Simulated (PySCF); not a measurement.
PySCF input file for TiF3, SMILES [F][Ti+]([F])[F], charge +1, multiplicity 1, TDA-PBE/def2-SVPD. Geometry optimised at PBE0-D3(BJ)/def2-SVP. The multiplicity is an assumed one; other spin states were not compared. The isomer is the one that the SMILES or the coordinates give; other isomers of the formula were not compared.

```python
import numpy as np
from pyscf import gto, scf, dft, tdscf

mol = gto.M(
    atom='''
    Ti    0.00000000    0.00000000    0.28188072
    F     1.38211643    0.79796529   -0.22968059
    F    -0.00000000   -1.59593059   -0.22968058
    F    -1.38211643    0.79796528   -0.22968059
    ''',
    basis='def2-SVPD',
    charge=1,
    spin=0,
    symmetry=True,
    max_memory=1600,
    verbose=4,
)
mf = dft.RKS(mol, xc='pbe').density_fit(auxbasis='def2-universal-jkfit')
mf.grids.level = 3
mf.conv_tol = 1e-9
mf.max_cycle = 100
mf.kernel()
mf.grids = dft.Grids(mol).set(level=1).build(with_non0tab=True)  # coarser grid for the response kernel
td = tdscf.TDA(mf)
td.singlet = True
td.nstates = 10
td.conv_tol = 1e-4
td.positive_eig_threshold = 1e-6
td.kernel(x0=td.get_init_guess(mf, 15))
td.analyze()
tt = tdscf.TDA(mf)
tt.singlet = False
tt.nstates = 4
tt.conv_tol = 1e-4
tt.positive_eig_threshold = 1e-6
tt.kernel(x0=tt.get_init_guess(mf, 9))
tt.analyze(verbose=3)
```

Output:

```
PySCF version 2.14.0

[INPUT] verbose = 4
[INPUT] num. atoms = 4
[INPUT] num. electrons = 48
[INPUT] charge = 1
[INPUT] spin (= nelec alpha-beta = 2S) = 0
[INPUT] symmetry True subgroup None
[INPUT] Mole.unit = angstrom
[INPUT] Symbol           X                Y                Z      unit          X                Y                Z       unit  Magmom
[INPUT]  1 Ti     0.000000000000   0.000000000000   0.281880720000 AA    0.000000000000   0.000000000000   0.532677360595 Bohr   0.0
[INPUT]  2 F      1.382116430000   0.797965290000  -0.229680590000 AA    2.611821524962   1.507935855009  -0.434033411229 Bohr   0.0
[INPUT]  3 F      0.000000000000  -1.595930590000  -0.229680580000 AA    0.000000000000  -3.015871728916  -0.434033392331 Bohr   0.0
[INPUT]  4 F     -1.382116430000   0.797965280000  -0.229680590000 AA   -2.611821524962   1.507935836112  -0.434033411229 Bohr   0.0

nuclear repulsion = 234.077313207178
point group symmetry = C3v, use subgroup Cs
symmetry origin: [ 0.00000000e+00 -6.94185103e-09  9.06304510e-18]
symmetry axis x: [-8.21727277e-10  1.00000000e+00 -3.27730081e-09]
symmetry axis y: [-1.30835500e-17  3.27730081e-09  1.00000000e+00]
symmetry axis z: [1.00000000e+00 8.21727277e-10 1.03905025e-17]
num. orbitals of irrep A' = 62
num. orbitals of irrep A" = 41
number of shells = 39
number of NR pGTOs = 175
number of NR cGTOs = 103
basis = def2-SVPD
ecp = {}


[settings echo left out]
init E= -1148.35936990842
HOMO (A") = -0.507376660486149  LUMO (A') = -0.179117860593617  gap/eV = 8.93238
cycle= 1 E= -1147.74772589508  delta_E= 0.612  |g|= 1.21  |ddm|= 2.64
HOMO (A') = -0.520285423895166  LUMO (A") = -0.492204394806418  gap/eV = 0.76412
cycle= 2 E= -1129.1729236179  delta_E= 18.6  |g|= 9.23  |ddm|= 4.87
HOMO (A") = -0.589781913440281  LUMO (A') = -0.440464175177813  gap/eV = 4.06314
cycle= 3 E= -1147.90685112689  delta_E= -18.7  |g|= 1.03  |ddm|= 4.28
HOMO (A") = -0.638485671447228  LUMO (A') = -0.47793753718614  gap/eV = 4.36874
cycle= 4 E= -1148.02332972879  delta_E= -0.116  |g|= 0.503  |ddm|= 0.306
HOMO (A") = -0.630875675335715  LUMO (A') = -0.460728834521167  gap/eV = 4.62993
cycle= 5 E= -1148.04978836983  delta_E= -0.0265  |g|= 0.341  |ddm|= 0.108
HOMO (A") = -0.636571561199343  LUMO (A') = -0.445727649192097  gap/eV = 5.19313
cycle= 6 E= -1148.07102499614  delta_E= -0.0212  |g|= 0.0123  |ddm|= 0.169
HOMO (A") = -0.63636881011984  LUMO (A') = -0.444925963380671  gap/eV = 5.20943
cycle= 7 E= -1148.07104729198  delta_E= -2.23e-05  |g|= 0.00583  |ddm|= 0.00799
HOMO (A") = -0.636352412438979  LUMO (A') = -0.444866209786848  gap/eV = 5.21060
cycle= 8 E= -1148.0710533419  delta_E= -6.05e-06  |g|= 0.00142  |ddm|= 0.00421
HOMO (A") = -0.636332873456259  LUMO (A') = -0.444851969324481  gap/eV = 5.21046
cycle= 9 E= -1148.07105369194  delta_E= -3.5e-07  |g|= 0.000339  |ddm|= 0.000911
HOMO (A") = -0.636328263427946  LUMO (A') = -0.444863755305942  gap/eV = 5.21001
cycle= 10 E= -1148.07105371313  delta_E= -2.12e-08  |g|= 8.56e-05  |ddm|= 0.00018
HOMO (A") = -0.636329395368019  LUMO (A') = -0.444870794679583  gap/eV = 5.20985
cycle= 11 E= -1148.07105371463  delta_E= -1.49e-09  |g|= 4.67e-07  |ddm|= 4.86e-05
HOMO (A") = -0.636329419577323  LUMO (A') = -0.444870800463566  gap/eV = 5.20985
cycle= 12 E= -1148.07105371464  delta_E= -8.87e-12  |g|= 3.14e-07  |ddm|= 5.35e-07
HOMO (A") = -0.636329436820693  LUMO (A') = -0.444870700977584  gap/eV = 5.20986
Extra cycle  E= -1148.07105371462  delta_E= 1.55e-11  |g|= 1.49e-06  |ddm|= 9.67e-07
converged SCF energy = -1148.07105371462
tot grids = 23352
Overwritten attributes  positive_eig_threshold  of <class 'pyscf.tdscf.rks.TDA'>


******** <class 'pyscf.tdscf.rks.TDA'> for <class 'pyscf.df.df_jk.DFSymAdaptedRKS'> ********
nstates = 10 singlet
deg_eia_thresh = 1.000e-03
wfnsym = None
conv_tol = 0.0001
eigh lindep = 1e-12
eigh level_shift = 0
eigh max_cycle = 100


Excitation energies (eV)
[5.23626645 5.54846962 5.54850348 5.84912307 5.8491958  5.87382623
 6.06109677 6.12080873 6.13351279 6.13354193]

** Singlet excitation energies and oscillator strengths **
Excited State   1:   A"      5.23627 eV    236.78 nm  f=0.0000
      24 -> 25       -0.70599
Excited State   2:   A'      5.54847 eV    223.46 nm  f=0.0030
      23 -> 25       -0.66969
      24 -> 26        0.16414
Excited State   3:   A"      5.54850 eV    223.46 nm  f=0.0030
      22 -> 25       -0.66970
      24 -> 27        0.16404
Excited State   4:   A"      5.84912 eV    211.97 nm  f=0.0018
      22 -> 27       -0.18444
      23 -> 26        0.18438
      24 -> 27       -0.64512
Excited State   5:   A'      5.84920 eV    211.97 nm  f=0.0018
      22 -> 26       -0.18453
      23 -> 27       -0.18453
      24 -> 26        0.64504
Excited State   6:   A'      5.87383 eV    211.08 nm  f=0.0035
      21 -> 25        0.70277
Excited State   7:   A"      6.06110 eV    204.56 nm  f=0.0000
      22 -> 27        0.49877
      23 -> 26        0.49907
Excited State   8:   A'      6.12081 eV    202.56 nm  f=0.0039
      22 -> 26        0.49851
      23 -> 27       -0.49874
Excited State   9:   A'      6.13351 eV    202.14 nm  f=0.0035
      21 -> 27       -0.35307
      22 -> 26       -0.39646
      23 -> 25       -0.10366
      23 -> 27       -0.39615
      24 -> 26       -0.17762
Excited State  10:   A"      6.13354 eV    202.14 nm  f=0.0035
      21 -> 26       -0.35317
      22 -> 25        0.10361
      22 -> 27       -0.39646
      23 -> 26        0.39613
      24 -> 27        0.17747

** Transition electric dipole moments (AU) **
state          X           Y           Z        Dip. S.      Osc.
  1         0.0000     -0.0000      0.0000      0.0000      0.0000
  2         0.0000     -0.1494     -0.0000      0.0223      0.0030
  3         0.1494      0.0000     -0.0000      0.0223      0.0030
  4         0.1110      0.0000     -0.0000      0.0123      0.0018
  5        -0.0000      0.1110     -0.0001      0.0123      0.0018
  6         0.0000      0.0000      0.1560      0.0243      0.0035
  7        -0.0000      0.0000     -0.0000      0.0000      0.0000
  8         0.0000     -0.0001     -0.1614      0.0261      0.0039
  9         0.0000     -0.1520      0.0001      0.0231      0.0035
 10        -0.1520     -0.0000      0.0000      0.0231      0.0035

** Transition velocity dipole moments (imaginary part, AU) **
state          X           Y           Z        Dip. S.      Osc.
  1        -0.0000     -0.0000      0.0000      0.0000      0.0000
  2         0.0000      0.0116     -0.0000      0.0001      0.0004
  3        -0.0116      0.0000     -0.0000      0.0001      0.0004
  4         0.0012      0.0000     -0.0000      0.0000      0.0000
  5        -0.0000      0.0012     -0.0000      0.0000      0.0000
  6        -0.0000      0.0000      0.0107      0.0001      0.0004
  7         0.0000     -0.0000     -0.0000      0.0000      0.0000
  8         0.0000      0.0000     -0.0203      0.0004      0.0012
  9         0.0000      0.0026      0.0000      0.0000      0.0000
 10         0.0026     -0.0000      0.0000      0.0000      0.0000

** Transition magnetic dipole moments (imaginary part, AU) **
state          X           Y           Z
  1        -0.0000      0.0000     -0.1352
  2         0.2953     -0.0000      0.0000
  3         0.0000      0.2954      0.0000
  4         0.0000      0.5570      0.0001
  5        -0.5569      0.0000     -0.0000
  6        -0.0002     -0.0000     -0.0000
  7         0.0000      0.0004     -0.3045
  8        -0.0001      0.0000     -0.0000
  9        -0.5052     -0.0000      0.0000
 10        -0.0000      0.5054      0.0001


******** <class 'pyscf.tdscf.rks.TDA'> for <class 'pyscf.df.df_jk.DFSymAdaptedRKS'> ********
nstates = 4 triplet
deg_eia_thresh = 1.000e-03
wfnsym = None
conv_tol = 0.0001
eigh lindep = 1e-12
eigh level_shift = 0
eigh max_cycle = 100


Excitation energies (eV)
[5.15523857 5.32674848 5.32679341 5.59778935]

** Triplet excitation energies and oscillator strengths **
Excited State   1:   A"      5.15524 eV    240.50 nm  f=0.0000
Excited State   2:   A"      5.32675 eV    232.76 nm  f=0.0000
Excited State   3:   A'      5.32679 eV    232.76 nm  f=0.0000
Excited State   4:   A'      5.59779 eV    221.49 nm  f=0.0000
```

The run converged.

Cost: about 19 core-seconds (a rough figure).
